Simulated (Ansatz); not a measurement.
Isomers of Ag₇Sn⁻ (singlet), relaxed with r2SCAN-D4/def2-SVPD; total energies from Ansatz at B2PLYP/def2-TZVPD.

| isomer | description | energy (Eh) |
| --- | --- | --- |
| A | point group Cs; 14 × Ag–Ag 2.64 to 3.05 Å; 4 × Ag–Sn 2.74 to 2.85 Å | -1242.35386 |
| B | point group not assigned; 11 × Ag–Ag 2.69 to 2.83 Å; 4 × Ag–Sn 2.69 to 2.96 Å | -1242.34834 |

In the def2 sets Ag, Sn take a core potential; there is no spin–orbit coupling. Correlated methods freeze 4 core orbitals; core or outer-core shells of Ag, Sn are correlated, in sets that lack core-valence functions.

A: The test of the restricted singlet for broken spin symmetry was undecided. B: The test of the restricted singlet for broken spin symmetry was undecided.

The isomers come from a short search, and lower ones may exist.

Work out the relative energies (1 Eh = 2625.5 kJ/mol) and the Boltzmann populations at 298 K from electronic energies alone (R = 8.314 J/mol/K).

ΔE: A 0.0, B 14.5 kJ/mol. RT = 2.48 kJ/mol. Factors exp(−ΔE/RT): A 1, B 0.00289; sum 1.003. Populations: A 99.7 %, B 0.3 %. Zero-point energy, vibrational entropy and symmetry numbers are left out and can shift these; an error of 4 kJ/mol changes a ratio by a factor of 5.0. Over the other density-functional and correlated levels in def2 sets, the gap between A and B ranges from 16 to 33 kJ/mol.
